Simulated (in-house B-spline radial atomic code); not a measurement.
A calculation on the germanium ion Ge⁺ (an excited or competing configuration): its settings, and results tabulated from the run. Method: scalar-relativistic (X2C) CAM-B3LYP, spin-polarised, spherical fractional occupations, exact exchange averaged over the configuration, Fermi nucleus of rms radius 4.0742 fm. Calculated with a B-spline radial code for spherical atoms.

Command:
```bash
python run_scf.py task.json out
```
Settings (nuclear radius in fm, mass in u):
```
Z                32
configuration    [Ne] 3s2 3p5 3d10 4s2 4p1 5f1
hamiltonian      x2c
method           camb3lyp
spin_polarised   True
nucleus          fermi
rms_radius       4.0742
atomic_mass      73.92118
speed_of_light   137.035999084
exact_exchange   averaged over the configuration
```

Output (hartree, bohr):
```
 radial grid: 91 intervals, B-splines of order 8, outer radius 102 bohr

 iter        energy (Eh)    residual
    1       -2092.367769    3.75e-01
    2       -2092.826147    2.06e-01
    3       -2093.687562    1.64e-02
    4       -2093.688563    7.32e-03
    5       -2093.688880    9.13e-04
    6       -2093.688883    6.61e-05
    7       -2093.688883    3.93e-05
    8       -2093.688883    2.08e-06
    9       -2093.688883    5.44e-07
   10       -2093.688883    1.31e-07

 total energy                     -2093.68888
 kinetic                            2137.8720
 electron-nucleus                  -5021.9687
 Hartree                             869.0894
 exact exchange                      -16.7848
 exchange-correlation                -61.8968

 orbital      occ     eigenvalue          <r>       <r^2>       <1/r>       r_max
 1s up      1.000      -405.5319    0.0466096  0.00293576     33.0302     0.03029
 1s down    1.000      -405.4984    0.0466068  0.00293539     33.0319     0.03029
 2s up      1.000       -52.2727     0.209566   0.0518722     7.22111      0.1759
 2s down    1.000       -52.2486     0.209525   0.0518429     7.22113      0.1759
 2p up      3.000       -45.8444     0.183462   0.0412577     6.98258      0.1409
 2p down    3.000       -45.8048     0.183526   0.0412852     6.98005       0.141
 3s up      1.000        -7.6507     0.618276    0.440308       2.323      0.5404
 3s down    1.000        -7.5328     0.619565    0.442261     2.31725      0.5408
 3p up      3.000        -5.6554     0.638167    0.478163      2.1591      0.5404
 3p down    2.000        -5.5729     0.639806    0.480856     2.15481       0.541
 3d up      5.000        -2.3671     0.695157     0.60553     1.84746      0.4968
 3d down    5.000        -2.2913     0.698704    0.612593     1.84163      0.4969
 4s up      1.000        -1.2479       1.8528     3.89938    0.711276       1.606
 4s down    1.000        -1.1915      1.86046     3.93964    0.710199       1.605
 4p up      1.000        -0.8585       2.1766     5.41785    0.596646       1.856
 5f up      1.000        -0.0781      14.6963     246.642   0.0883481       15.53
```

Time taken, with all properties: 4.1 s on 1 thread of Intel(R) Xeon(R) Platinum 8259CL CPU @ 2.50GHz (shared host).

One-electron X2C: radii and densities carry no picture-change correction, so inner-shell <1/r> comes out high (for 1s by about 2 % at Z = 33, 5 % at 54, 10 % at 75, 30 % at 118) and <r> low.
